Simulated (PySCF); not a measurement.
Sn(H)3(NCO) (CH₃NOSn), SMILES O=C=[N][SnH3]. Atoms are numbered in the order given.

```xyz
7

Sn    -0.8942    -0.0887    -0.0179
N      1.0893     0.3059    -0.1194
C      2.2736     0.2270     0.0444
O      3.4373     0.1820     0.1824
H     -1.1827    -0.7281     1.5388
H     -1.6573     1.4144    -0.2696
H     -1.2127    -1.2106    -1.2634
```
Charge 0, spin multiplicity 1.

Coordinates come from a PBE0-D3(BJ)/def2-SVP optimisation. The def2 effective core potentials stand for the cores of Sn; spin–orbit coupling is left out.

Computed with HF/def2-TZVPD in PySCF.

Mulliken values depend strongly on the basis, most of all with diffuse functions as here. ESP charges are fitted to the potential on shells at 1.4 to 2.0 van der Waals radii. Atomic charges (e):

```
atom  ESP fit  Mulliken
----  -------  --------
Sn1      0.67      0.53
N2      -0.58     -0.73
C3       0.69      0.80
O4      -0.48     -0.55
H5      -0.10     -0.02
H6      -0.10     -0.01
H7      -0.10     -0.02
```
